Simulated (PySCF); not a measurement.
C4H6OSi. Atoms are numbered in the order given.

```xyz
12

Si    -0.0084     2.0505     0.0000
C      0.0989     0.1850     0.0000
C      1.1619    -0.6794     0.0000
C      0.6191    -2.0085     0.0000
C     -0.7352    -1.8509     0.0000
O     -1.0625    -0.5417     0.0000
H     -0.7260     2.5428    -1.2104
H     -0.7260     2.5428     1.2104
H      1.3897     2.5660     0.0000
H      2.2144    -0.3972     0.0000
H      1.1644    -2.9511     0.0000
H     -1.5662    -2.5543     0.0000
```
Charge 0, spin multiplicity 1.

Geometry optimised at ωB97X-D3(BJ)/def2-SVP.

Calculation: PBE/def2-TZVP (PySCF).

Symmetry labels are those of the subgroup Cs that the program uses (full group Cs).

Computed valence orbital energies around the gap with their symmetry:
```
orbital  symmetry  energy (eV)
-------  --------  -----------
HOMO−7         A'       -10.44
HOMO−6         A'        -9.81
HOMO−5         A'        -9.23
HOMO−4         A'        -8.46
HOMO−3         A"        -8.46
HOMO−2         A'        -8.27
HOMO−1         A"        -6.95
HOMO           A"        -5.77
LUMO           A"        -1.24
LUMO+1         A'         0.00
LUMO+2         A"         0.34
LUMO+3         A'         0.36
```
